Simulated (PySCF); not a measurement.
A structure optimised at r2SCAN-D4/def2-TZVP, used in a PySCF frequency run:

```
C
H 1 1.0947
H 1 1.0947 2 106.88
H 1 1.0947 2 106.88 3 -114.16
Be 1 1.6725 2 111.95 3 122.92
Cl 5 1.8156 2 154.00 1 180.00
```
Charge 0, spin multiplicity 1.

Q: Write its SMILES, formula and point group.

A: [CH3][Be][Cl], CH3BeCl, C3v

Q: What are its rotational constants (standard atomic weights)?

A: 162.10, 3.5875, 3.5875 GHz
